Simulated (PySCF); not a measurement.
Species: C₆H₁₁O₂ (doublet state).
SMILES with atom numbers: `[CH3:1]/[C:2](=[C:3]\[OH:4])[O:5][CH:6]([CH3:7])[CH3:8]` (hydrogens: H9, H10, H11 on C1; H12 on O4; H13 on C6; H14, H15, H16 on C7; H17, H18, H19 on C8)

Cartesian coordinates in Å at the GFN2-xTB level; atoms count from 1:
```
atom  x, y, z in Å
C1     1.8538   -1.5470   -0.8307
C2     1.1333   -0.4049   -0.1462
C3     1.7207    0.5425    0.5596
O4     2.9487    0.5563    1.1231
O5    -0.1901   -0.3702   -0.4932
C6    -0.9955    0.5690    0.1997
C7    -2.2565    0.7771   -0.6294
C8    -1.3222    0.0801    1.6105
H9     1.4914   -2.4879   -0.4209
H10    1.6402   -1.5264   -1.8971
H11    2.9227   -1.4663   -0.6606
H12    3.3511    1.4264    1.0066
H13   -0.4203    1.5084    0.2727
H14   -1.9943    1.1155   -1.6280
H15   -2.7985   -0.1611   -0.7135
H16   -2.8958    1.5175   -0.1580
H17   -0.4018   -0.1011    2.1601
H18   -1.8899   -0.8459    1.5589
H19   -1.9069    0.8272    2.1394
```

The hyperfine couplings belong to this conformer and change with its torsions.

Method used: UKS B3LYP, pcH-1 on C H O, non-relativistic, mean-field spin-orbit, GIAO in PySCF 2.14.0. Geometry: GFN2-xTB, one conformer, isolated molecule. Couplings are sensitive to structure, and on GFN2-xTB geometries they can be far from those on DFT ones. The frame is twisted about the C2–C3 bond at this geometry (dihedral C1–C2–C3–O4 = -19°); couplings at other torsion angles weren't computed.

**Question.** Count the α and β electrons and give S(S+1).

**Answer.** Nα = 32, Nβ = 31 (63 in all), and S(S+1) = 0.75 for S = 1/2.

Mulliken spin populations, one withheld:

```tsv
atom	bound to	population
C1	C2, H9, H10, H11	+0.0465
C2	C1, C3, O5	-0.0275
C3	C2, O4	+0.8062
O4	C3, H12	?
O5	C2, C6	+0.0180
C6	O5, C7, C8, H13	+0.0217
C7	C6, H14, H15, H16	-0.0010
C8	C6, H17, H18, H19	+0.0048
H9	C1	+0.0072
H10	C1	-0.0045
H11	C1	+0.0001
H12	O4	-0.0003
H13	C6	-0.0032
H14	C7	+0.0001
H15	C7	+0.0024
H16	C7	+0.0007
H17	C8	+0.0016
H18	C8	-0.0004
H19	C8	-0.0002
```

**Question.** Complete the table.

**Answer.** 1 − (0.8722) gives +0.128, since all populations sum to 2S.

**Question.** How is the spin shared among the elements?

**Answer.** Carbon +0.85, oxygen +0.15, hydrogen 0.00. The positive populations sum to 1.04, the negative ones to -0.04.

**Question.** The run gives ⟨S²⟩ = 0.7547. What does that say of the overlap of α and β orbitals, and of the weight of higher spin?

**Answer.** For a single determinant ⟨S²⟩ = S(S+1) + Nβ − Σ|⟨iα|jβ⟩|², so the squared overlaps of occupied orbitals sum to 31 − 0.0047 = 30.9953. If the quartet state (S + 1) were the only admixture, its weight would be 0.0047/(2S + 2) = 0.16 %. For Kohn–Sham this describes the determinant of the orbitals, not the true wave function.

**Question.** What Fermi-contact NMR shifts do the couplings of C1, C2, C6, C7/C8, H9/H10/H11, H12, H13 imply at 250 K (Curie law, g = gₑ)?

**Answer.** δ = a_FC·h·gₑ μB S(S+1)/(3 g_N μN kT), with k/h = 20836.6 MHz/K:

```csv
nuclei,isotope,a_FC (MHz),g_N,contact shift (ppm)
C1,13C,27.64,1.4048,+3471
C2,13C,22.38,1.4048,+2811
C6,13C,7.72,1.4048,+970
C7/C8,13C,-0.55,1.4048,-70
H9/H10/H11,1H,1.41,5.5857,+44
H12,1H,-3.32,5.5857,-105
H13,1H,11.28,5.5857,+356
```

All at the stated temperature. Entries for several nuclei are means.

Nuclei that the bonding pattern makes equivalent are averaged, as if the motion that swaps them (rotation, inversion, ring flip) were fast. The three 1H nuclei of mean +1.4 MHz run from -7.8 to 12.6 MHz in the frozen geometry.

Hardware: Arm Neoverse V1, one thread, on a shared host. Cost: 1.8 min wall (grids of density and orbitals included), 0.97 GiB resident at most.
